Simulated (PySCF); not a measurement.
C₃H₆OSi, SMILES O=C1CC[SiH2]1. Atoms are numbered in the order given.

```xyz
11

O      1.9931    -0.0070     0.7248
C      0.8409    -0.0305     0.3947
C     -0.2915    -0.9535     0.9014
C     -1.3932    -0.6470    -0.1558
Si    -0.3933     0.8130    -0.8665
H      0.0286    -2.0066     0.9700
H     -0.5787    -0.6302     1.9174
H     -2.3824    -0.4237     0.2683
H     -1.5120    -1.4675    -0.8803
H     -0.8600     2.1714    -0.4612
H     -0.0712     0.8170    -2.3229
```

Geometry optimised at ωB97X-D3(BJ)/def2-SVP. This is a generated structure with no PubChem entry under its InChIKey; it may be hypothetical.

Method: TDA-PBE/def2-SVPD in PySCF.

Vertical excitations. 

```csv
state,energy (eV),λ (nm),f,main pairs
S1,3.11,399,0.002,HOMO→LUMO 99 %
S2,4.73,262,0.054,HOMO→LUMO+1 94 %
S3,5.05,246,0.002,HOMO−1→LUMO 98 %
S4,5.23,237,0.010,HOMO→LUMO+2 98 %
S5,5.98,207,0.003,"HOMO−2→LUMO 58 %, HOMO→LUMO+3 40 %"
S6,6.30,197,0.121,"HOMO→LUMO+4 34 %, HOMO→LUMO+3 31 %, HOMO−2→LUMO 18 %, HOMO→LUMO+5 6 %"
S7,6.40,194,0.019,"HOMO→LUMO+4 64 %, HOMO→LUMO+3 16 %"
S8,6.52,190,0.001,"HOMO−3→LUMO 77 %, HOMO→LUMO+5 20 %"
S9,6.55,189,0.052,"HOMO→LUMO+5 64 %, HOMO−3→LUMO 18 %"
S10,6.72,185,0.016,HOMO→LUMO+6 92 %
T1,2.43,509,0,HOMO→LUMO 100 %
T2,4.29,289,0,HOMO→LUMO+1 99 %
T3,4.82,257,0,HOMO−1→LUMO 99 %
T4,5.09,244,0,HOMO→LUMO+2 99 %
```
Triplets are in the Tamm–Dancoff approximation.
